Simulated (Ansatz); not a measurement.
Frontier orbitals of `[F][InH][I]`.

Charge 0, multiplicity 1. Correlated methods include outer-core shells of I, In, which these sets cover unevenly. In, I takes the def2 core potential. The geometry is a stationary point of PBE0-D4/def2-TZVP. Basis def2-TZVPP, Ansatz.

```
 functional  HOMO (eV)  LUMO (eV)  gap (eV)
LDA (SPW92)      -6.95      -3.06      3.89
        PBE      -6.78      -2.79      3.99
     r2SCAN      -7.08      -2.55      4.53
       PBE0      -7.93      -1.94      5.99
    r2SCANh      -7.50      -2.25      5.25
    r2SCAN0      -8.12      -1.80      6.32
    ωB97M-V     -10.05      -0.39      9.66
```

A quarter of exact exchange (PBE0) shifts PBE's HOMO by −1.15 eV and its LUMO by +0.85 eV; full exchange at long range (ωB97M-V) shifts them by −3.27 and +2.40 eV. The gap opens from 3.99 to 9.66 eV, since occupied levels lose self-interaction and empty ones feel all the electrons.
